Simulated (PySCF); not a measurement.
H2OSi, SMILES O=[SiH2] (connectivity only; charge and spin as stated), charge +1, multiplicity 2.

Geometry: r2SCAN-D4/def2-TZVP. The spin state was assumed, not searched.

The numbers are results of PBE/def2-TZVPD run with PySCF, not measurements.

The molecule is in vacuum.

Task: Estimate the frontier levels, dipole moment and polarisability. (Estimate from the structure and the level; the computed values follow.)

Result: 
| Quantity | Result |
|---|---|
| α spin, highest occupied and lowest empty level | -16.39 and -10.46 eV |
| β spin, highest occupied and lowest empty level | -15.86 and -14.22 eV |
| dipole moment about the centre of nuclear charge | 3.69 D |
| mean static polarisability | 25.1 bohr³ (3.73 Å³) |
| polarisability, principal values | 18.7, 24.3, 32.5 bohr³ |
| ⟨S²⟩ | 0.755 (pure state 0.75) |
